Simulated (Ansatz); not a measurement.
C2H6CdS2, SMILES `C[S][Cd][S]C`, relaxed with RKS PBE0-D4/def2-TZVP in Ansatz from a GFN2-xTB geometry. The force threshold is 0.005 eV/Å; the program also tests the step.

The species carries charge 0 and has multiplicity 1. Cd: def2 effective core potential.

Start:

```xyz
11

C     0.282    0.148    1.989
S    -0.064    1.770    1.219
Cd    1.488    1.440   -0.646
S     1.120   -0.744   -1.688
C    -0.694   -0.547   -1.809
H     1.132    0.244    2.663
H     0.475   -0.609    1.222
H    -0.605   -0.121    2.556
H    -1.079    0.015   -0.953
H    -1.114   -1.549   -1.809
H    -0.941   -0.048   -2.745
```

How much energy does the relaxation release, and in how many steps? (Estimate.)

Computed: 85.30 kJ/mol, in 22 steps, 2 of them rejected.

Which bonds change most? (Best estimate.)

Ansatz gave: S2–Cd3 from 2.448 to 2.337 Å; Cd3–S4 from 2.448 to 2.337 Å; C1–S2 from 1.828 to 1.822 Å; S4–C5 from 1.828 to 1.822 Å.

Give the relaxed structure. (An estimate is asked.)

Computed: 
```xyz
11

C     0.436    0.578    2.960
S     0.416    1.877    1.682
Cd    0.689    0.670   -0.300
S     0.997   -0.502   -2.298
C    -0.709   -0.843   -2.841
H     1.384    0.041    2.979
H    -0.385   -0.127    2.838
H     0.312    1.089    3.915
H    -1.248   -1.463   -2.127
H    -0.625   -1.393   -3.779
H    -1.266    0.074   -3.030
```
